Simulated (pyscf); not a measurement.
`[BH][NH2]`, doublet

Gas-phase minimum from PySCF at ωB97X-D3(BJ)/def2-SVP, one conformer. Other isomers of [HB–NH₂]• were not searched in full and may lie lower. 

```
N
H 1 1.0140
H 1 1.0173 2 113.24
B 1 1.3829 2 123.39 3 -179.98
H 4 1.2105 1 125.07 2 179.99
```
Charge 0, spin multiplicity 2.

Properties at ωB97X-D3(BJ)/def2-SVP:

| Quantity | Result |
|---|---|
| Harmonic wavenumbers, unscaled | 601, 738, 830, 1055, 1343, 1587, 2623, 3581, 3691 cm⁻¹ |
| Zero-point energy | 22.9 kcal/mol |
| Rotational symmetry number | 1 |
| Entropy of this conformer at 298 K and 1 atm, rigid rotor and harmonic oscillator, modes under 100 cm⁻¹ raised to 100 | 236.0 J/(mol K) |
| Dipole moment | 2.47 D |
| Spin expectation value S2 | 0.752 |

Single-point totals, which compare only within one level (frozen core for MP2 and CC):

```json
[
 {"level": "ωB97X-D3(BJ)/def2-TZVP", "total energy (hartree)": "-81.42988"},
 {"level": "PBE/def2-TZVP", "total energy (hartree)": "-81.28000"},
 {"level": "r²SCAN/def2-TZVP", "total energy (hartree)": "-81.34553"},
 {"level": "B3LYP-D3(BJ)/def2-TZVP", "total energy (hartree)": "-81.40630"},
 {"level": "PBE0-D3(BJ)/def2-TZVP", "total energy (hartree)": "-81.29250"},
 {"level": "M06-2X/def2-TZVP", "total energy (hartree)": "-81.35730"},
 {"level": "ωB97M-D3(BJ)/def2-TZVP", "total energy (hartree)": "-81.41348"},
 {"level": "UHF/def2-TZVPP", "total energy (hartree)": "-80.88785"},
 {"level": "MP2/def2-TZVPP", "total energy (hartree)": "-81.18334"},
 {"level": "CCSD/def2-TZVPP", "total energy (hartree)": "-81.20340"},
 {"level": "CCSD(T)/def2-TZVPP", "total energy (hartree)": "-81.21495"}
]
```

The CCSD(T) − MP2 part came from Ansatz, without density fitting, on the same reference.
